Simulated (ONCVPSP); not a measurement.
## Before and after: ONCV potential for Cd

| Quantity | Value |
| --- | --- |
| Element | cadmium |
| Generator | ONCVPSP 4.0.1 |
| Type | optimised norm-conserving Vanderbilt (ONCV) |
| Functional | PBE |
| Relativity | fully relativistic |
| Frozen core | [Ar] 3d10 |
| Valence charge | 20 |
| Reference configuration | 4s2 4p6 4d10 5s2 |
| Partial waves | 4s+5s: rc 1.65 bohr, ncon 3, nbas 7, qcut 7.1 1/bohr, 2 projectors; 4p: rc 1.30 bohr, ncon 4, nbas 8, qcut 10.9 1/bohr, 2 projectors, debl 3.2 Ha; 4d: rc 1.35 bohr, ncon 4, nbas 9, qcut 13.7 1/bohr, 2 projectors, debl 1.1 Ha; f scattering state at 0.34 Ha: rc 1.30 bohr, ncon 4, nbas 8, qcut 7.8 1/bohr, local |
| Local potential | the f channel |
| Core correction | polynomial model core, fcfact 0.25 |

Open shells are filled in proportion to 2j + 1.

Change: p: rc 1.86.

Cutoffs: the cutoffs (Ha) at which the residual kinetic energy of the hardest occupied pseudo-wave falls to 1 and 0.1 mHa per electron; they do not see the model core or the augmentation charge, which bear on the density cutoff. Errors are all-electron minus pseudo energies relative to the spin-unpolarised reference configuration.

Question: Predict the effect on cutoff, ghosts and configuration errors.

Answer: The potential gets neither clearly harder nor softer (42 Ha and 53 Ha → 42 Ha and 53 Ha); a bound ghost appears in p, which as a rule spoils a file; of the 4 tests that both files solve, the error grows in 0 and shrinks in 2 by more than 15 % and 0.3 meV (median size 5.4 → 4.4 meV).

```tsv
quantity	base	changed
cutoff, loose	42 Ha	42 Ha
cutoff, tight	53 Ha	53 Ha
loose cutoff by channel	s 14 Ha, p 40 Ha, d 42 Ha	s 14 Ha, p 21 Ha, d 42 Ha
bound ghosts	none	p3/2, p1/2
GHOST(+) flags under 300 eV	none	none
error for 4s2 4p6 4d10 5s1, meV [ΔE 9.27 eV]	-0.7	-0.7
error for 4s2 4p6 4d10 5s0, meV [ΔE 26.40 eV]	-5.9	-5.8
error for 4s2 4p6 4d9 5s0, meV [ΔE 64.41 eV]	-4.9	-4.1
error for 4s2 4p6 4d10 5s0 5p2, meV [ΔE 9.66 eV]	-5.9	-4.6
s: phases at 1.68 bohr within 0.05 rad from the reference energy up to (Ha; the scan ends near 5)	to the end of the scan	to the end of the scan
d5/2: phases at 1.37 bohr within 0.05 rad from the reference energy up to (Ha; the scan ends near 5)	to the end of the scan	to the end of the scan
d3/2: phases at 1.37 bohr within 0.05 rad from the reference energy up to (Ha; the scan ends near 5)	to the end of the scan	to the end of the scan
f7/2: phases at 1.32 bohr within 0.05 rad from the reference energy up to (Ha; the scan ends near 5)	3.0	3.0
f5/2: phases at 1.32 bohr within 0.05 rad from the reference energy up to (Ha; the scan ends near 5)	2.8	2.8
rms error of d²Exc/dni dnj with the model core, mHa	3.54	3.51
```

Base: These tests converged, but a pseudo level misses the all-electron one widely, so the file describes the atom poorly there or has found another state: 4s2 4p6 4d10 5s0 5p2: empty 5s by 13.4 eV. Changed file: These tests converged, but a pseudo level misses the all-electron one widely, so the file describes the atom poorly there or has found another state: 4s2 4p6 4d10 5s0 5p2: empty 5s by 13.4 eV. A true bound ghost makes a file unfit for plane-wave use even where its test errors are small: the radial tests pick states by their node count and pass the ghost by.
